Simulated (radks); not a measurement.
The numbers below are computed, except where a source is named.
Q: Ionisation of Rh, [Kr] 4d8 5s1, to Rh+, [Kr] 4d8, under several functionals. Dirac Kohn-Sham, spin-unpolarised, spherical densities, finite nucleus; open shells are shared between the two j in proportion to 2j + 1; a radial shooting solver on a logarithmic mesh with Libxc functionals. Known Delta-SCF values: PBEsol 7.464 eV; LDA (Slater exchange, VWN5 correlation) 7.784 eV. What does OLYP give, and what is its highest occupied eigenvalue?

A: 7.111 eV by Delta-SCF; the 5s1/2 eigenvalue is -3.926 eV. NIST: 7.459 eV (measured).

Beside tabulated values, note that spin-unpolarised runs miss the spin-polarisation part of the exchange energy of open shells.
